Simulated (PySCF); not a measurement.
Q: Write Cartesian coordinates for InChI=1S/C5H8O2/c1-4-5(6)2-3-7-4/h4H,2-3H2,1H3/t4-/m1/s1 as optimised with GFN2-xTB.

A: 
```
atom  x, y, z in Å
C1     2.033   -0.203   -0.299
C2     0.570    0.086   -0.612
O3    -0.196   -1.102   -0.607
C4    -1.507   -0.783   -0.185
C5    -1.361    0.336    0.846
C6    -0.078    1.012    0.414
O7     0.358    2.063    0.791
H8     2.470   -0.810   -1.087
H9     2.574    0.735   -0.216
H10    2.105   -0.746    0.640
H11    0.491    0.585   -1.596
H12   -2.104   -0.436   -1.043
H13   -1.952   -1.696    0.211
H14   -2.197    1.031    0.870
H15   -1.211   -0.063    1.851
```

Orientation and origin are arbitrary. Atoms count from 1 in this order. Of the pairs four or more bonds apart, O7···H9 is among the closest relative to their van der Waals radii: 2.77 Å, 102 % of the sum of Bondi's values. The C–O distances run from 1.199 Å (C6=O7, drawn double) to 1.414 Å (O3–C4, drawn single), a spread of 0.215 Å. The 5-membered ring C2–O3–C4–C5–C6 has internal angles of 102.4° to 108.3° (sum 529°, against 540° for a flat polygon); it is puckered, 0.13 Å rms from its mean plane, widest ring torsion 35°.

Bonds between heavy atoms (Å): C1–C2 1.523, C2–O3 1.414, O3–C4 1.414, C4–C5 1.528, C5–C6 1.513, C6=O7 1.199, C2–C6 1.526.

Structure optimised with GFN2-xTB, isolated species.

Point group: C1 (no symmetry element, even within 0.4 Å). No frequency check. One conformer, not necessarily the lowest (C1–C2–O3–C4 149°, C2–O3–C4–C5 -35°, O3–C4–C5–C6 28°, C4–C5–C6–O7 168°).

These are computed values.
